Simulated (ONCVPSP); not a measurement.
An all-electron radial function and its pseudo partner (nitrogen)

Columns: radius, all-electron u(r) and pseudo u(r) of the 2p shell (level -28.66 eV) of nitrogen in the configuration [He] 2s2 2p1.5; revPBE, scalar-relativistic, ONCV scheme, ONCVPSP 4.0.1.

```
r (bohr)  all-electron  pseudo
   0.080        0.0591  0.0273
   0.160        0.1830  0.1049
   0.240        0.3237  0.2213
   0.320        0.4581  0.3603
   0.400        0.5756  0.5039
   0.480        0.6725  0.6364
   0.560        0.7492  0.7462
   0.640        0.8068  0.8270
   0.720        0.8460  0.8783
   0.800        0.8687  0.9032
   0.880        0.8771  0.9070
   0.960        0.8735  0.8958
   1.040        0.8601  0.8745
   1.120        0.8389  0.8470
   1.200        0.8117  0.8156
   1.280        0.7801  0.7816
   1.360        0.7452  0.7457
   1.440        0.7083  0.7084
   1.520        0.6703  0.6703
   1.600        0.6318  0.6318
   1.680        0.5936  0.5935
   1.760        0.5559  0.5559
   1.840        0.5194  0.5194
   1.920        0.4841  0.4841
   2.000        0.4503  0.4503
   2.080        0.4182  0.4182
```

(1) How many radial nodes do the two functions have?

(2) At about which radius was the pseudo-wave matched?

(3) Is the pseudo-wave norm-conserving?

Answers

(1) The all-electron 2p function has n − l − 1 = 0; the pseudo-wave has 0.

(2) 1.60 bohr. The columns agree to 0.0005 from 1.44 bohr on; several derivatives are matched, so the curves merge somewhat inside the radius.

(3) Yes: the ONCV scheme keeps the norm inside the radius equal to the all-electron one, which fixes the energy derivative of the logarithmic derivative at the level.
